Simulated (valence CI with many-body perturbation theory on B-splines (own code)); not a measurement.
Results of a calculation; reference values are marked as such.
## Level structure of Sc14+

Level of theory: valence CI with perturbative core correlation (CI+MBPT): five valence electrons over a frozen Dirac-Fock core [He], a basis of 11 s, 11 p, 10 d, 8 f, 5 g, 2 h functions for each j, with the one-electron correlation potential Σ1, the two-electron term Σ2, the three-electron term Σ3, Breit, model QED; selected CI, second order for the rest, scaled by the run's own slope (own B-spline code, finite nucleus).

No measured levels were compared; by estimate levels of excited configurations hold to 0.05 to 0.15 % of their energy, terms of the ground configuration to about 0.5 %. Among the levels kept, up to 5500 cm⁻¹ of a level comes from second order outside the variational space, and about a tenth of that is noise between levels of different J, which matters for small intervals.

Levels 181 to 197 of 197, with energies above the lowest level, 2s²2p³ ⁴S°_3/2. "Leading %" is the weight of the configuration and term that name the level; weights of strongly mixed levels are sums over their largest components and can fall short.

| No. | Configuration | Term | J | E (× 10³ cm⁻¹) | Leading % | g | Second component |
| --- | --- | --- | --- | --- | --- | --- | --- |
| 181 | 2s2p³3d | ⁴D° | 5/2 | 5268.3 | 82 | 1.347 | 6 % 2s2p³3d ⁴P° |
| 182 | 2s2p³3d | ²D° | 3/2 | 5280.6 | 89 | 0.821 | 5 % 2s2p³3d ⁴D° |
| 183 | 2s2p³3p | ²P | 1/2 | 5293.0 | 94 | 0.725 |  |
| 184 | 2s2p³3p | ²P | 3/2 | 5293.3 | 54 | 1.106 | 42 % 2s2p³3p ²D |
| 185 | 2s2p³3d | ²F° | 5/2 | 5294.2 | 92 | 0.878 | 4 % 2s2p³3d ²D° |
| 186 | 2s2p³3d | ²F° | 7/2 | 5301.3 | 91 | 1.132 | 6 % 2s2p³3d ²G° |
| 187 | 2s2p³3d | ²D° | 5/2 | 5303.4 | 87 | 1.164 | 9 % 2s2p³3d ²F° |
| 188 | 2s2p³3p | ²D | 5/2 | 5320.2 | 93 | 1.216 | 4 % 2s2p³3p ⁴P |
| 189 | 2s2p³3p | ²P | 3/2 | 5324.1 | 53 | 1.093 | 43 % 2s2p³3p ²D |
| 190 | 2s2p³3d | ²P° | 1/2 | 5332.8 | 93 | 0.670 |  |
| 191 | 2s2p³3p | ²P | 3/2 | 5334.6 | 85 | 1.288 | 9 % 2s2p³3p ²D |
| 192 | 2s2p³3p | ²S | 1/2 | 5338.1 | 56 | 1.490 | 38 % 2s2p³3p ²P |
| 193 | 2s2p³3d | ²P° | 3/2 | 5345.8 | 94 | 1.317 |  |
| 194 | 2s2p³3p | ²P | 1/2 | 5361.2 | 61 | 1.164 | 35 % 2s2p³3p ²S |
| 195 | 2s2p³3d | ⁴D° | 5/2 | 5390.0 | 74 | 1.318 | 20 % 2s2p³3d ²D° |
| 196 | 2s2p³3d | ⁴D° | 3/2 | 5390.4 | 61 | 1.054 | 34 % 2s2p³3d ²D° |
| 197 | 2s2p³3d | ⁴D° | 7/2 | 5392.3 | 88 | 1.402 | 5 % 2s2p³3d ²F° |

Names give the largest LS component (configuration and term), which can be under half, so a name can repeat, a term be missing and a line seem to break the LS rules; names also repeat where a configuration has a term twice.
